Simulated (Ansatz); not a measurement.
Stepwise reaction of `O[SiH2][O][GeH2][OH]` with hydrogen, as a gas-phase model of exchange steps in deposition or etching. ΔE in kJ/mol.

Computed with Ansatz on PBE0-D4/def2-TZVP structures; ΔE is electronic, products minus reactants. CCSD(T)/CBS adds triple-zeta CCSD(T) − MP2 to the extrapolated MP2 energy (def2 sets, frozen cores). This one scheme is used for every species. Functionals use def2-TZVPP. B3LYP here is the variant with VWN-RPA as its local correlation; programs differ in this. For Ge outer-core shells are correlated without core-valence functions, which leaves a few kJ/mol of doubt a bond. Scalar relativity is left out up to krypton. Each species was taken in one conformer, which may not be the lowest.

```json
{"step": "1", "reaction": "`O[SiH2][O][GeH2][OH]` + H₂ → `[OH][GeH2][O][SiH3]` + H₂O", "PBE-D4": "86.7", "B3LYP-D4": "92.1", "ωB97M-V": "93.1", "CCSD(T)/CBS": "90.6"}
{"step": "2", "reaction": "`[OH][GeH2][O][SiH3]` + H₂ → `[SiH3][O][GeH3]` + H₂O", "PBE-D4": "22.7", "B3LYP-D4": "24.7", "ωB97M-V": "24.4", "CCSD(T)/CBS": "22.8"}
```

By hand: ΔE of the 2 steps together at CCSD(T)/CBS.

(90.6) + (22.8) = 113.4 kJ/mol, or 56.7 kJ/mol a step.

In ΔE each step is lower than the one before. All are uphill at CCSD(T)/CBS. PBE-D4 differs from CCSD(T)/CBS by -3.9 to -0.1 kJ/mol a step. Isolated molecules leave out the surface, adducts and barriers. Largest T1 diagnostic: 0.012.
